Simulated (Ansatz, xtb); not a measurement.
## Relative energy of two isomers of C5H7B

Structure X is `BC1=CCC=C1`, a singlet and structure Y is `BC1C=CC=C1`, a singlet. Both are isolated molecules in the gas phase, relaxed with B3LYP/def2-SVP; the shapes shown needn't be the lowest conformers.

X (Å):

```
atom    x (Å)    y (Å)    z (Å)
   C  -0.7943   0.8511  -0.4325
   C   0.3589   1.5891  -0.3594
   C   1.5601   0.6969  -0.4257
   C   0.9573  -0.6769  -0.5487
   C  -0.3888  -0.5704  -0.5510
   B  -2.2073   1.4517  -0.3930
   H  -2.3426   2.6484  -0.2916
   H  -3.1921   0.7546  -0.4610
   H   0.4084   2.6761  -0.2658
   H   2.1999   0.8084   0.4722
   H   2.2149   0.9587  -1.2806
   H   1.5424  -1.5948  -0.6224
   H  -1.0981  -1.3971  -0.6279
```

Y (Å):

```xyz
13

C    -0.7164    0.6389   -0.5993
C     0.2540    1.7566   -0.8572
C     1.5128    1.2561   -0.8347
C     1.4559   -0.1898   -0.5999
C     0.1622   -0.5736   -0.4783
B    -1.8953    0.8506    0.4073
H    -2.3522    1.9539    0.5816
H    -2.4278   -0.0992    0.9275
H    -1.4017    0.5217   -1.4868
H    -0.0395    2.7960   -1.0093
H     2.4338    1.8273   -0.9665
H     2.3288   -0.8421   -0.5332
H    -0.2117   -1.5822   -0.2979
```

Quicker runs give these differences E(Y) − E(X): GFN2-xTB +3.5 kcal/mol; HF/STO-3G +7.8 kcal/mol (at GFN2-xTB geometries); r2SCAN-D4/def2-SVP +6.6 kcal/mol (at GFN2-xTB geometries).

Task: Estimate E(Y) − E(X) at the level CCSD(T)/def2-SVP + ΔMP2/def2-TZVPP.

Result: Calculated at CCSD(T)/def2-SVP + ΔMP2/def2-TZVPP: E(Y) − E(X) = +5.9 kcal/mol, so structure X lies lower.

How the difference moves with the method:

```json
{"level": "GFN2-xTB", "geometry": "GFN2-xTB", "E(Y) − E(X) (kcal/mol)": "+3.5", "departure from the last row (kcal/mol)": "−2.4", "job, with rough time for the two": "optimisation, 0.11 s"}
{"level": "HF/STO-3G", "geometry": "GFN2-xTB", "E(Y) − E(X) (kcal/mol)": "+7.8", "departure from the last row (kcal/mol)": "+1.8", "job, with rough time for the two": "single point, 0.32 s"}
{"level": "r2SCAN-D4/def2-SVP", "geometry": "GFN2-xTB", "E(Y) − E(X) (kcal/mol)": "+6.6", "departure from the last row (kcal/mol)": "+0.7", "job, with rough time for the two": "single point, 2.6 s"}
{"level": "B3LYP/def2-SVP", "geometry": "B3LYP/def2-SVP", "E(Y) − E(X) (kcal/mol)": "+7.1", "departure from the last row (kcal/mol)": "+1.1", "job, with rough time for the two": "optimisation, 35 s"}
{"level": "HF/def2-SVP", "geometry": "B3LYP/def2-SVP", "E(Y) − E(X) (kcal/mol)": "+7.2", "departure from the last row (kcal/mol)": "+1.3", "job, with rough time for the two": "part of the CCSD(T) run"}
{"level": "MP2/def2-SVP", "geometry": "B3LYP/def2-SVP", "E(Y) − E(X) (kcal/mol)": "+6.1", "departure from the last row (kcal/mol)": "+0.1", "job, with rough time for the two": "part of the CCSD(T) run"}
{"level": "CCSD(T)/def2-SVP", "geometry": "B3LYP/def2-SVP", "E(Y) − E(X) (kcal/mol)": "+6.4", "departure from the last row (kcal/mol)": "+0.5", "job, with rough time for the two": "single point"}
{"level": "CCSD(T)/def2-SVP + ΔMP2/def2-TZVPP", "geometry": "B3LYP/def2-SVP", "E(Y) − E(X) (kcal/mol)": "+5.9", "departure from the last row (kcal/mol)": "", "job, with rough time for the two": "single point, 29 s"}
```

As drawn, both hold the same kinds of bond in the same numbers.

None of the levels shown reverses the order. The largest departure from CCSD(T)/def2-SVP + ΔMP2/def2-TZVPP is that of GFN2-xTB, 2.4 kcal/mol. The last row adds to CCSD(T) the change of the MP2 difference between the two basis sets, here −0.5 kcal/mol.

With thermal terms from frequencies at re-optimised GFN2-xTB minima (ideal gas, soft modes damped towards free rotors, one conformer each, 298.15 K, 1 atm): the zero-point term adds −0.4 kcal/mol; ΔH is +5.6 and ΔG +5.3 kcal/mol.

The correlated steps freeze 6 core orbitals. Programs: Ansatz 0.2.0, xtb 6.7.1; the last row on 2 threads of Intel(R) Xeon(R) 6975P-C (Granite Rapids) on a shared host.
